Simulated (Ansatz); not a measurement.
`[OH][Al-]1([OH])[O]C=CC=[O+]1` at its PBE0-D4/def2-TZVP geometry, where that method's forces vanish. Charge 0, multiplicity 1.

```xyz
13

O    -2.4078   -0.8879    0.7665
Al   -0.7128   -0.8685    0.6592
O     0.1577   -2.0777    1.4737
O    -0.0042    0.7579    1.1175
C     0.7538    1.4717    0.3981
C     1.1205    1.1953   -0.9131
C     0.6436    0.0689   -1.5718
O    -0.1268   -0.8041   -1.0757
H    -2.9930   -0.2638    0.3464
H    -0.2795   -2.7588    1.9793
H     1.1338    2.3843    0.8682
H     1.7757    1.8773   -1.4354
H     0.9390   -0.0946   -2.6130
```

Q: What forces (eV/Å) does PBE-D4/def2-TZVPP give on these atoms in the Gaussian-basis code of Ansatz? (Estimate.)

A: Ansatz gave: 
```
O1  -0.096 -0.300  0.223
Al2 -0.046  0.037 -0.024
O3   0.396  0.065 -0.066
O4  -0.457 -0.301  0.662
C5   0.393  0.475 -0.206
C6   0.087  0.080 -0.061
C7   0.381  0.329 -0.410
O8  -0.487 -0.699  0.103
H9  -0.302  0.298 -0.199
H10 -0.191 -0.337  0.249
H11  0.095  0.228  0.109
H12  0.151  0.158 -0.121
H13  0.075 -0.033 -0.258
```
